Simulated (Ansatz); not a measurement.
CH7BrSi2 (`C[SiH2][SiH2]Br`), relaxed with RKS PBE0-D4/def2-TZVP in Ansatz 0.2.0 from a PBE-D4/def2-SVP geometry. The force threshold is 0.005 eV/Å; the program also tests the step.

The species carries charge 0 and has multiplicity 1.

Start:

```xyz
11

C    -0.637    1.591   -0.086
Si    0.757    0.362   -0.442
Si    0.071   -1.793    0.204
Br   -0.571   -1.619    2.368
H    -1.528    1.363   -0.704
H    -0.314    2.628   -0.309
H    -0.929    1.534    0.981
H     1.995    0.697    0.348
H     1.121    0.354   -1.907
H    -1.118   -2.283   -0.578
H     1.153   -2.835    0.125
```

```json
{"step": "1", "energy (eV)": "-86939.1500", "largest force (eV/Å)": "0.460", "largest move (Å)": "0.000"}
{"step": "2", "energy (eV)": "-86939.1825", "largest force (eV/Å)": "0.128", "largest move (Å)": "0.039"}
{"step": "3", "energy (eV)": "-86939.1856", "largest force (eV/Å)": "0.046", "largest move (Å)": "0.022"}
{"step": "4", "energy (eV)": "-86939.1862", "largest force (eV/Å)": "0.015", "largest move (Å)": "0.014"}
{"step": "5", "energy (eV)": "-86939.1863", "largest force (eV/Å)": "0.021", "largest move (Å)": "0.023"}
{"step": "6", "energy (eV)": "-86939.1865", "largest force (eV/Å)": "0.007", "largest move (Å)": "0.010"}
{"step": "7", "energy (eV)": "-86939.1865", "largest force (eV/Å)": "0.001", "largest move (Å)": "0.004"}
```

End:

```xyz
11

C    -0.627    1.596   -0.090
Si    0.740    0.363   -0.428
Si    0.069   -1.786    0.208
Br   -0.581   -1.681    2.347
H    -1.516    1.363   -0.679
H    -0.304    2.608   -0.343
H    -0.903    1.576    0.966
H     1.968    0.698    0.342
H     1.094    0.336   -1.877
H    -1.096   -2.280   -0.571
H     1.156   -2.795    0.126
```

It took 32 s on 4 threads of an Arm Neoverse V1 on a shared host, with 0.61 GiB of host memory at the peak.
